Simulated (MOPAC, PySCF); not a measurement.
H$_{3}$AlO$_{2}$, SMILES `[OH][AlH][OH]` (H–O–Al–O torsion 0°, O–Al–O–H torsion 0°), neutral singlet in the gas phase. 

Cartesian coordinates (Å):
```xyz
6

O     -1.4697    -0.3197    -0.0125
Al    -0.0427     0.5796    -0.0107
O      1.5007    -0.1002     0.0196
H     -1.5789    -1.2683     0.0030
H     -0.1571     2.1312    -0.0386
H      1.7476    -1.0226     0.0391
```
Charge 0, spin multiplicity 1.

All levels are single points at this geometry (CAM-B3LYP-D3(BJ)/def2-TZVP); Pople sets use spherical d functions. Orbital energies aren't observables, and empty levels follow the basis.

| level | HOMO (eV) | LUMO (eV) | gap (eV) | dipole (D) | vertical IE, Delta-SCF (eV) |
|---|---|---|---|---|---|
| CAM-B3LYP-D3(BJ)/def2-TZVP in PySCF | -10.60 | 0.73 | 11.33 | 2.52 | 11.83 |
| PBE-D3(BJ)/def2-TZVP in PySCF | -7.36 | -0.90 | 6.46 | 2.43 | – |
| B3LYP/3-21G in PySCF | -7.70 | 0.18 | 7.88 | 3.38 | – |
| SVWN5/6-31G* in PySCF | -7.08 | -0.77 | 6.32 | 2.87 | – |
| HF/STO-3G in PySCF | -8.35 | 10.33 | 18.67 | 1.67 | – |
| PM6 in MOPAC | -11.87 | 2.25 | 14.11 | 1.95 | – |
